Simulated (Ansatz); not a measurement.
Mulliken charges of C2H6AlO, SMILES `[CH2][Al]([CH3])[OH]` radical from PBE/def2-TZVPP in Ansatz (PBE0-D4/def2-TZVP geometry).

| atom | x (Å) | y (Å) | z (Å) | charge (e) |
| --- | --- | --- | --- | --- |
| C1 | -1.161 | 1.461 | -0.104 | -0.381 |
| Al2 | 0.240 | 0.146 | -0.262 | 0.529 |
| C3 | 0.275 | -1.503 | 0.764 | -0.446 |
| O4 | 1.526 | 0.415 | -1.346 | -0.368 |
| H5 | -1.207 | 2.395 | -0.663 | 0.097 |
| H6 | -2.013 | 1.356 | 0.567 | 0.109 |
| H7 | -0.630 | -2.096 | 0.598 | 0.094 |
| H8 | 1.136 | -2.122 | 0.503 | 0.107 |
| H9 | 0.321 | -1.300 | 1.839 | 0.094 |
| H10 | 1.597 | 1.195 | -1.892 | 0.165 |

Question: By hand: the dipole of these point charges (1 e Å = 4.8032 D).

Answer: Σ q r = (-0.095, 0.069, 0.024) e Å, of length 0.120 e Å = 0.58 D.

Question: How does the dipole of the full density compare? (Best estimate.)

Answer: Computed: (-0.176, 0.203, -0.003) e Å, 1.29 D; the point charges give 0.45 times that, at 18° from its direction.

Point charges leave out the atoms' own dipoles, such as those of lone pairs, and Mulliken's split depends on the basis, so the two needn't agree.
